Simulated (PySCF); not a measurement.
Numbering as in the mapped SMILES `[PH3+:1][BH2-:2][C:3]([Cl:4])([Cl:5])[Cl:6]`. Hydrogens are named by the atom that carries them.

Method: coordinates at the PBE0-D3(BJ)/def2-SVP level, GIAO HF/pcSseg-2 shieldings, in PySCF 2.14.0 with density-fitted response routines (non-relativistic, fast rotation and ring inversion assumed for equivalent nuclei, single conformer, no solvent model).

Shifts are taken against calculated references (same method and geometry level): ¹³C (σ = 191.47 ppm), ¹H (σ = 31.68 ppm) vs TMS; ³¹P (σ = 343.96 ppm) against H3PO4; ¹¹B (σ = 114.51 ppm) vs BF3·OEt2; HCl for ³⁵Cl (σ = 944.88 ppm).

```json
{"atoms": "C3", "nucleus": "¹³C", "count": "1", "δ (ppm)": "103.8"}
{"atoms": "H(B2)", "nucleus": "¹H", "count": "2", "δ (ppm)": "2.15"}
{"atoms": "P1", "nucleus": "³¹P", "count": "1", "δ (ppm)": "-113.5"}
{"atoms": "Cl4/Cl5/Cl6", "nucleus": "³⁵Cl", "count": "3", "δ (ppm)": "?"}
{"atoms": "H(P1)", "nucleus": "¹H", "count": "3", "δ (ppm)": "?"}
{"atoms": "B2", "nucleus": "¹¹B", "count": "1", "δ (ppm)": "-19.8"}
```

**Question.** Estimate the values marked ?.

**Answer.** 
- H(P1): 4.32 ppm, hydrogen on a phosphorus bonded to B
- Cl4/Cl5/Cl6: 344 ppm, chlorine bonded to C

Hydrogens on boron are broadened and split by ¹¹B (spin 3/2, 80 %) and 10B (spin 3). A carbon bonded to boron is broadened by the quadrupolar boron nucleus and is often missing from a measured spectrum. Carbons that carry Cl, above all several Cl atoms, come out too deshielded, partly because spin–orbit coupling is missing. Shifts are as computed, not scaled to solution data. Of 1313 compounds with measured shifts, 239 miss one by over three times the rms of a fit or turn the order of signals round; such compounds aren't used in these exercises. Experimental scales use liquid or dissolved standards, which lie at an offset from isolated H3PO4.
